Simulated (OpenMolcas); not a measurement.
**Tm IV: effect of the active space**

| Property | Result |
| --- | --- |
| Program | OpenMolcas |
| Method | SS-CASPT2 or its RAS form, IPEA 0.25 Eh, imaginary shift 0.1 Eh |
| Basis | ANO-RCC-VTZP |
| Scalar Hamiltonian | DKH2, point nucleus |
| Spin-orbit coupling | RASSI with atomic mean-field integrals over the reference wave functions, term energies averaged over their components |

A. 12 electrons in 7 orbitals (4f); 2S+1 = 3 even, 21 roots; 2S+1 = 1 even, 28 roots (27 in the spin-orbit step); closed shells correlated: 5s 5p; CASPT2 step roughly 40 core-seconds
B. 12 electrons in 14 orbitals (RAS2 4f; RAS3 5f, at most 2 electrons); 2S+1 = 3 even, 18 roots; 2S+1 = 1 even, 14 roots kept (CI in the orbitals of an earlier block); closed shells correlated: 5s 5p; CASPT2 step of the order of 110 core-minutes

Energies in cm⁻¹ above 4f¹² ³H₆, the measured ground level; measured values from the list in Tchang-Brillet, Wyart, Meftah and Ait Mammar, Atoms 6, 52 (2018).

```tsv
Level	A	B	Measured
4f¹² ³H₆	0.0	0.0	0.0
4f¹² ³F₄ [63 %]	5640	5490	5634
4f¹² ³H₅	8330	8080	8217
4f¹² ³H₄ [59 %]	12720	12560	12547
4f¹² ³F₃	14510	14370	14410
4f¹² ³F₂	15470	15540	15090
4f¹² ¹G₄ [57 %]	21510	21640	21174
```

Deviations, from unrounded energies. A percentage is the sum of absolute deviations over the sum of measured energies, with the sign that they share, or ± where signs differ.

| Against measurement | Levels | A | B |
| --- | --- | --- | --- |
| mean absolute deviation (cm-1) | 6 | 180 | 210 |
| fine structure of the ground term (%) | 2 | +1.3 | ±0.7 |
| other terms of the ground configuration (%) | 4 | +1.5 | ±2.0 |

A lies closest to measurement on these levels. The largest miss of A in the table is 4f¹² ³F₂, by +380 cm-1. The ranking rests on the paired levels alone, and a cruder setting can come out closer through cancelling errors.

The spin-orbit steps hold different terms of 4f¹² (B lacks ¹I, ³P), which shifts levels as well.

The two smallest mean deviations differ by little beside CASPT2's spread within terms, so their order carries little weight.

Between A and B the level of the table that moves most is 4f¹² ³H₅, by 250 cm-1 (lowest in B, highest in A). Moves below CASPT2's spread within the term are not significant.

CASPT2 does not keep the components of a term degenerate, so their means are used; among the terms shown or strongly mixed into the levels shown the widest spread is 390 cm-1 (4f¹² ¹G, A). Some high roots are left out of the spin-orbit mixing, which shifts the levels that they would mix with (holds for A). Terms from blocks run as CI alone lack orbitals of their own (holds for B). Active for correlation alone: 5f; no level in the range computed is led by a configuration that fills it, so any true level of that kind is missing (holds for B). Computed and measured levels are paired by configuration, term and J; levels that our copy of the source lacks, or whose pairing is in doubt (as where it misses far off the trend of its configuration), stay unpaired and out of the deviations. Only configurations of the active space appear. Levels that lie high or do not pair safely by name in every column are left out.

A share in square brackets marks a mixed level and gives the weight of the term that names it, the lowest over the columns.
